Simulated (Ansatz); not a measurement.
# Cost against result

Saddle point of CH5ClZn, singlet (ZnHCl ([Cl][ZnH]) + CH₄ → CH₃ClZn ([CH3][Zn][Cl]) + H₂; bonds formed: Zn1–C5, H2–H4; bonds broken: Zn1–H2, H4–C5), PBE0-D4/def2-TZVP structure:

Zn1  (-0.765, -0.461, -0.785)
H2  (0.328, -1.796, -0.455)
Cl3  (-2.463, -0.074, -1.964)
H4  (0.534, -0.844, 0.084)
C5  (0.472, 0.591, 0.605)
H6  (-0.257, 0.918, 1.350)
H7  (1.346, 0.221, 1.154)
H8  (0.806, 1.445, 0.010)
(Å)

Barriers are electronic and count from the start structure reached by relaxing down the imaginary mode.

Program: Ansatz 0.2.0. Basis: as named in each row. Cores are frozen in the correlated methods. The 3s and 3p shells of Cu and Zn are frozen; filled d shells are correlated. B3LYP uses VWN-RPA correlation. Extrapolation: Hartree–Fock as exp(−7.88 √X), correlation as X^−2.97.

Times are rough, for one single point on 4 threads of a shared host (Intel Xeon).

The estimate by CCSD(T) at an estimated basis limit (MP2 extrapolated from triple and quadruple zeta, plus CCSD(T) − MP2 in triple zeta) is 2.464 eV.

```csv
method,basis,time (s),barrier (eV),method less estimate
SPW92,def2-SVP,under 1,1.795,-0.669
PBE-D4,def2-SVP,1,2.138,-0.326
HF,STO-3G,1,3.590,1.126
B3LYP-D4,6-31G,2,2.465,0.001
SPW92,def2-TZVPP,2,1.923,-0.541
PBE0-D4,def2-SVP,2,2.269,-0.195
BLYP-D4,def2-TZVPP,2,2.510,0.046
PBE-D4,def2-TZVPP,3,2.266,-0.198
CCSD(T),def2-SVP,4,2.580,0.116
B3LYP-D4,def2-TZVPP,4,2.561,0.097
BHLYP-D4,def2-TZVPP,4,2.687,0.223
PBE0-D4,def2-TZVPP,5,2.358,-0.106
CAM-B3LYP-D4,def2-TZVPP,5,2.565,0.101
r2SCAN-D4,def2-TZVPP,5,2.320,-0.144
wB97M-V,def2-SVP,6,2.389,-0.075
RPA on PBE,def2-TZVPP,6,2.538,0.074
r2SCAN0-D4,def2-TZVPP,6,2.396,-0.068
B2PLYP,def2-TZVPP,7,2.566,0.102
PBE-D4,STO-3G,8,2.157,-0.307
PBE-QIDH,def2-TZVPP,8,2.432,-0.032
wB97M-V,def2-TZVPP,9,2.520,0.056
B97M-V,def2-TZVPP,10,2.494,0.030
wB97X-V,def2-TZVPP,10,2.529,0.065
MP2,def2-QZVPP,25,2.446,-0.018
CCSD(T),def2-TZVPP,69,2.518,0.055
```

All methods are single points on the PBE0-D4 structures.

T1 diagnostic: at most 0.014.

Labels in which every atom is bracketed show which atoms are joined, not bond orders.
